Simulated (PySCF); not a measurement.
Q: Give a PBE0-D3(BJ)/def2-SVP geometry of `ClC1=C[C+]1I`. (Charge +1.)

A: 
```xyz
6
C3HClI angstrom
Cl    -2.372   -0.444    0.154
C     -0.787   -0.059    0.058
C      0.208    0.875    0.090
C      0.533   -0.449   -0.114
I      1.908   -1.869   -0.431
H      0.532    1.913    0.197
```

Orientation and origin are arbitrary. Atoms count from 1 in this order. C3 (unsaturated ring CH carbon) has angles 150.3°, 149.0° and 60.8°, sum 360.0°, 0.00 Å off the plane of its three neighbours. The C–C distances run from 1.365 Å (C2–C3, drawn aromatic) to 1.387 Å (C2–C4, drawn aromatic), a spread of 0.022 Å. C2 (unsaturated ring carbon) has angles 150.1°, 149.8° and 60.1°, sum 360.0°, 0.00 Å off the plane of its three neighbours. The 3-membered ring C2–C3–C4 has internal angles of 59.2° to 60.8°.

Bonds between heavy atoms (Å): Cl1–C2 1.633, C2–C3 1.365, C3–C4 1.378, C4–I5 2.002, C2–C4 1.387.

Method: PBE0-D3(BJ)/def2-SVP geometry optimisation, gas phase, def2 core potentials past Kr (PySCF 2.14.0).

Point group: Cs (every atom within 0.08 Å of its image). No PBE0-D3(BJ)/def2-SVP frequencies stand behind this structure, so it isn't proved a minimum.

On Intel Xeon at 2.50 GHz, one thread, on a shared host, this took 92 s wall, 78 s CPU and 0.42 GiB of memory at its peak. This is the geometry optimisation.
